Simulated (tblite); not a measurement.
Species: C6H11O (doublet state).
Numbering: `[CH2:1][CH2:2]/[C:3]([CH3:4])=[CH:5]/[O:6][CH3:7]` (hydrogens: H8, H9 on C1; H10, H11 on C2; H12, H13, H14 on C4; H15 on C5; H16, H17, H18 on C7)

Structure optimised with GFN2-xTB, isolated species. This method treats the open shell by occupation alone, without spin polarisation.

(1) List the bond lengths, angles and torsions at this level.

Results:

(1) 
| bond | length (Å) |
| --- | --- |
| C1–C2 | 1.476 |
| C2–C3 | 1.519 |
| C3–C4 | 1.497 |
| C3=C5 | 1.331 |
| C5–O6 | 1.370 |
| O6–C7 | 1.405 |
| C1–H8, C1–H9 | 1.073 |
| C2–H10, C2–H11 | 1.092 |
| C4–H12, C4–H13, C4–H14 | 1.088 |
| C5–H15 | 1.085 |
| C7–H16, C7–H17, C7–H18 | 1.094 |

Bonds in one row agree within 0.01 Å and their mean is given. A selection of angles:
| angle | degrees |
| --- | --- |
| C2–C1–H8 | 119.6 |
| H8–C1–H9 | 117.8 |
| C1–C2–C3 | 106.7 |
| C1–C2–H10 | 110.8 |
| C3–C2–H10 | 109.6 |
| H10–C2–H11 | 109.3 |
| C2–C3–C4 | 117.1 |
| C2–C3–C5 | 120.3 |
| C4–C3–C5 | 122.6 |
| C3–C4–H12 | 110.7 |
| C3–C4–H13 | 110.2 |
| H12–C4–H13 | 108.0 |
| H12–C4–H14 | 108.8 |
| C3–C5–O6 | 122.8 |
| C3–C5–H15 | 121.4 |
| O6–C5–H15 | 115.8 |
| C5–O6–C7 | 115.2 |
| O6–C7–H16 | 106.5 |
| O6–C7–H17 | 111.5 |
| H16–C7–H17 | 109.3 |

Dihedral angles: C1–C2–C3–C4 85° (synclinal); C2–C3–C5–O6 176° (antiperiplanar); C3–C5–O6–C7 168° (antiperiplanar). The mirror-image conformer, all signs reversed, is as good.

Of the pairs four or more bonds apart, O6···H14 is among the closest relative to their van der Waals radii: 2.42 Å, 89 % of the sum of Bondi's values. C5 (carbon bonded to C, O and H) is planar (angles 122.8°, 121.4° and 115.8°, sum 360.0°, 0.00 Å off the plane of its three neighbours). The C–C distances run from 1.331 Å (C3=C5, drawn double) to 1.519 Å (C2–C3, drawn single), a spread of 0.188 Å. C3 (carbon bonded to 3 C) is planar (angles 122.6°, 120.3° and 117.1°, sum 359.9°, 0.03 Å off the plane of its three neighbours). The 2 C–O bonds span 1.370 Å (C5–O6, drawn single) to 1.405 Å (O6–C7, drawn single), a spread of 0.035 Å. C1 (carbon bonded to C and 2 H) is almost planar (angles 120.3°, 119.6° and 117.8°, sum 357.7°, 0.10 Å off the plane of its three neighbours).

Point group: C1 (no symmetry element, even within 0.4 Å). Its GFN2-xTB frequencies are all real (lowest 44 cm⁻¹). Torsions: H–C1–C2–C3 80° and -82°, C1–C2–C3–C4 85°, C3–C5–O6–C7 168°. 3 starts were optimised and ended at 0.00, 0.05 and 0.81 kcal/mol (GFN2-xTB); the lowest of these is shown.

Hardware: an Arm Neoverse V2 with one thread, shared host with 96 logical CPUs at a one-minute load of 53. Cost: 0.79 s of wall time. These figures are those of the optimisation.

All values are computed, not measured.
